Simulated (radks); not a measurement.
Values are calculated unless marked as measured or tabulated.
Fractional charge and spin in the 5p shell of neodymium: the spin-up occupation runs from 2 to 3 and the spin-down occupation from 2 to 3; the fullest corner is Nd, [Kr] 4d10 4f(up 2, down 2) 5s2 6s2 5p(up 3, down 3). Code: a radial shooting solver on a logarithmic mesh with Libxc functionals. Model: scalar-relativistic Kohn-Sham, r2SCAN, spin-polarised, spherical densities, finite nucleus; meta-GGA in the generalised Kohn-Sham scheme; Fermi nuclear charge, rms radius of each element as measured or else 0.836 A^(1/3) + 0.57 fm. Energy (eV) minus the two flat planes that join the four corners (they meet along the diagonal where the two added fractions sum to one electron); zero is where a piecewise linear energy would lie.

\begin{tabular}{lrrr}
down \ up & 2 & 2.5 & 3 \\ \hline
2 & 0.000 & -1.292 & 0.000 \\
2.5 & -1.292 & 0.308 & -1.134 \\
3 & 0.000 & -1.134 & 0.000 \\
\end{tabular}

Corners above the fullest one (they belong to Nd+ and the next ion): (up 3, down 2) 27.356 eV, (up 2, down 3) 27.356 eV, (up 2, down 2) 65.690 eV. With half an added electron in each spin the energy lies 0.308 eV from the planes, and with half an added electron in spin up alone -1.292 eV. The planes are only a guide here: the flat-plane condition holds for ground states with one frontier orbital, while this shell lies below other occupied shells, so the corners above the fullest one are inner-hole states and not the ground states of those ions.
